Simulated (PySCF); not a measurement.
Unknowns

[PySCF: NMR shieldings at PBE0/pcSseg-1/GIAO; GFN2-xTB geometry; one computed conformer; equivalent nuclei averaged; no relativistic terms; no solvent]

δ = σ(ref) − σ, references computed at the same level: ¹H, ¹³C vs TMS. Where no couplings were computed, multiplicities follow the n + 1 count of equivalent neighbours, and m marks all less simple cases (inequivalent or close neighbours, rings, F or P nearby). Shifts are as computed. Against solution values, carbons near 30 ppm lie about +3 ppm off and those near 130 ppm about +5 ppm. Of 1309 compounds with measured shifts, 239 miss one by over three times the rms of a fit or turn the order of signals round; such compounds aren't used in these exercises. OH and NH positions are gas-phase values without hydrogen bonding to other molecules.

Task: CH₈Cl₂OSi₄. ¹H NMR (600 MHz, computed): δ 6.57 (m, 1H), 6.35 (m, 1H), 5.98 (m, 1H), 4.99 (m, 1H), 0.73 (br s, 1H), 0.47 (d, 3H). ¹³C{¹H} NMR (computed): δ -7.9 (CH3). What is it?

Result: `InChI=1S/CH8Cl2OSi4/c1-5-6(2)8(4)7(5)3/h4-8H,1H3/t5-,6-,7-,8-/m1/s1`. The formula gives 1 degree of unsaturation (1 ring in the answer). Carbon types of the structure: 1 × CH3, leaving 5 H on heteroatoms. δC -7.9: methyl carbon bonded to Si; an electropositive neighbour leaves it electron-rich and shielded. δH 4.99: hydrogen on a silicon bonded to C, 2 Si, in a 4-membered ring. δH 0.73: hydrogen on an oxygen bonded to Si; labile proton, position sensitive to the medium. δH 0.47: hydrogen on a methyl carbon bonded to Si; an electropositive neighbour shields it, as in TMS itself.

This is the structure that produced the data.

Task: C₅H₁₁NO₂Si₂. ¹H NMR (400 MHz, computed): δ 7.75 (m, 1H), 7.24 (m, 1H), 6.77 (m, 1H), 5.44 (s, 1H), 5.16 (s, 3H), 2.94 (s, 3H), 0.38 (br s, 1H). ¹³C{¹H} NMR (computed): δ 160.3 (C), 152.5 (CH), 127.4 (CH), 116.6 (CH), 30.0 (CH3). Identify the compound.

Result: SMILES CN[Si@H](O[SiH3])c1ccco1. The formula gives 3 degrees of unsaturation (1 ring in the answer). 5 carbon signals for 5 carbons: no two carbons are equivalent. Carbon types of the structure: 1 × C, 3 × CH, 1 × CH3, leaving 5 H on heteroatoms. δC 160.3: substituted aromatic carbon next to the ring oxygen. δC 152.5: aromatic CH next to the ring oxygen. δC 127.4, 116.6: aromatic CH. δH 7.24, 6.77: hydrogen on an aromatic CH; the ring current deshields protons in the ring plane.

The shifts were computed for this structure.

Task: C₅H₁₁NO₂Si₂. ¹H NMR (600 MHz, computed): δ 7.33 (m, 1H), 7.23 (m, 1H), 5.38 (s, 2H), 5.36 (s, 2H), 4.05 (s, 3H), 0.16 (br s, 2H). ¹³C{¹H} NMR (computed): δ 165.1, 162.8, 127.9, 127.5, 54.6. What is it?

Result: SMILES [SiH2](c1ccc([SiH2]OC)o1)N. The formula gives 3 degrees of unsaturation (1 ring in the answer). 5 carbon signals for 5 carbons: no two carbons are equivalent. Carbon types of the structure: 2 × C, 2 × CH, 1 × CH3, leaving 6 H on heteroatoms. δC 165.1, 162.8: substituted aromatic carbon next to the ring oxygen. δC 127.9, 127.5: aromatic CH; the aromatic region. δH 7.33, 7.23: hydrogen on an aromatic CH; it sits in the deshielding region of the aromatic ring current. δH 4.05: hydrogen on a methyl carbon bonded to O; its carbon carries O, which withdraws density.

The data come from this structure; uniqueness wasn't tested.
